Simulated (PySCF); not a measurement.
Some computed properties have been withheld. Give your best values.

C8H12 (charge +1 and doublet state).
Atom-mapped SMILES: `[CH3:1][C+:2]1[CH:3][C@@H:4]2[CH2:5][CH2:6][C@H:7]1[CH2:8]2` (hydrogens: H9, H10, H11 on C1; H12 on C3; H13 on C4; H14, H15 on C5; H16, H17 on C6; H18 on C7; H19, H20 on C8)

```csv
property,level,value
point group,PBE0-D3(BJ)/def2-SVP,?
"rotational constants A, B, C",PBE0-D3(BJ)/def2-SVP,?
isotropic g value,"unrestricted B3LYP/IGLO-III on C, pcH-1 on H, mean-field spin–orbit",?
spin squared ⟨S²⟩,"unrestricted B3LYP/IGLO-III on C, pcH-1 on H",?
largest isotropic hyperfine couplings (means over sets of like nuclei),"unrestricted B3LYP/IGLO-III on C, pcH-1 on H","1H +55.0 (H9/H10/H11), 13C +43.5 (C5), 13C +38.7 (C8), 1H -35.7 (H12), 13C +32.0 (C3) MHz"
```

Electronic properties: PySCF, gas phase, density fitting. Geometry: PBE0-D3(BJ)/def2-SVP; no solvent or vibrations. The unpaired spin is shared among atoms: the largest Mulliken spin population is 0.52. Couplings of like nuclei are plain means over topologically equivalent atoms, as if these changed places fast (by rotation of a methyl-like group, say); in this geometry the members of some sets differ.

Question: What is the spin squared ⟨S²⟩?

Answer: 0.753.

Question: What are the rotational constants A, B, C?

Answer: 3.525, 1.994, 1.839 GHz.

Question: What is the point group?

Answer: C1.

Question: What is the isotropic g value?

Answer: 2.00264.

At 9.50 GHz, hν = g·μB·B₀ (B₀ the magnetic field) puts the centre of the isotropic spectrum, to first order, at 338.9 mT. ⟨S²⟩ is 0.003 above the pure-spin value S(S + 1) = 0.75. With B = h/(8π²I), that is 505.379 GHz u Å² over I, the principal moments of inertia are 143.4, 253.4 and 274.8 u Å² (most abundant isotopes); the inertial defect Ic − Ia − Ib is -122.0 u Å² (zero for a rigid planar frame, negative otherwise).

For the geometry optimisation (PBE0-D3(BJ)/def2-SVP), on Arm Neoverse V2, one thread (shared host), this took 4.5 min of wall time.
